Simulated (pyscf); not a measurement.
PySCF, gas phase, ωB97X-D3(BJ)/def2-SVP geometries.

Q: H₂C=CH–C(=CH₂)–CH₃ (SMILES C=CC(=C)C) → C₅H₈ (SMILES CC1=CCC1)
Surface: singlet. Broken: none. Formed: C–C. Give ΔE‡ and ΔE from ωB97M-D3(BJ)/def2-TZVP, relative to the reactant's lowest minimum found.

A: ΔE‡ = 2.03 eV, ΔE = +0.38 eV. Zero-point energy shifts the barrier by -0.05 eV. It is a ring closure, with an imaginary mode of 763i cm⁻¹. On the reactant side the descent ends in a point that may be a rotor saddle (no frequency run), 0.11 eV over the lowest minimum found and 1.94 eV under the saddle at ωB97X-D3(BJ)/def2-TZVP. H₂C=CH–C(=CH₂)–CH₃ lies 0.52 eV over its isomer cyclic C₅H₈ (SMILES C1=CCCC1) (electronic energy, ωB97M-D3(BJ)/def2-TZVP). cyclic C₅H₈ (SMILES CC1=CCC1) lies 0.90 eV over its isomer cyclic C₅H₈ (SMILES C1=CCCC1) (electronic energy, ωB97M-D3(BJ)/def2-TZVP). This is the saddle that the search found; another between the same sides may lie lower.
